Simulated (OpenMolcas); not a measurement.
Co3+: moving the ligands

Co3+ with 6 ligands (chloride) in octahedral coordination (Oh) at 2.37 Å. A charge of +0.5 e stands 3.2 Å behind each ligand. Ligand basis ANO-RCC-VDZP.

```json
{
  "Program": "OpenMolcas",
  "Method": "CASSCF",
  "Basis": "ANO-RCC-VTZP [6s5p3d2f1g]",
  "Scalar Hamiltonian": "DKH2, point nucleus",
  "Active space": "6 electrons in 5 orbitals (3d)",
  "State averaging": "2S+1 = 5 even, 5 roots; 2S+1 = 3 even, 45 roots; 2S+1 = 1 even, 50 roots",
  "Spin-orbit coupling": "state interaction with AMFI integrals over the reference wave functions"
}
```

Runs around this geometry, states (labels of O, the rotations of Oh). Energies in cm-1 above the lowest state or level, χT in cm3 K/mol; under a threefold ground state the first gap can be a small split of the lowest multiplet, not the spin-orbit step.

| R (Å) | Ground state | First state of that spin | First gap with spin-orbit (degeneracies) | χT at 300 K | First state of another spin |
| --- | --- | --- | --- | --- | --- |
| 2.22 | 5T2 | 5E 10964 | 267.3 (3, 2) | 4.147 | 3T1 12205 |
| 2.37 | 5T2 | 5E 7539 | 268.6 (3, 2) | 4.211 | 3T1 16055 |
| 2.46 | 5T2 | 5E 6089 | 266.3 (3, 2) | 4.256 | 3T1 17652 |

Taking the first state of the same spin as R^-n, n = -ln(6089 / 10964) / ln(2.46 / 2.22) = 5.7 between the shortest and longest distance.

An orbital triplet at a regular site is open to Jahn-Teller coupling, which can distort the site and quench the lowest spin-orbit gaps and is left out. Without dynamic correlation the repulsion within the d shell is too large (B by tens of per cent), so at a given field states of lower spin stand too high. Ligand-to-metal charge-transfer states are missing. With no ligand orbital active B as a rule stays too high, so bands that hang on it stand too high and its fall with covalency is understated. With metal d orbitals alone and no dynamic correlation the field as a rule comes out too small, by tens of per cent, by up to half for chloride and softer ligands, and with too little covalency χT stands high. This shell can be high or low spin here, a state of another spin lies low, and with metal d orbitals alone active their balance is uncertain, so the ground spin may be wrong (holds for R = 2.22). The least metal-like active orbital is 84 % on the metal (Löwdin) and no ligand orbital is active, so the numbers are rough (holds for R = 2.22). CASSCF with metal d orbitals alone favours high spin, so a ground state of lower spin is not ruled out (holds for R = 2.37; R = 2.46). No measured value stands beside these numbers; the geometry was imposed, not optimised, and the real ion may take another.
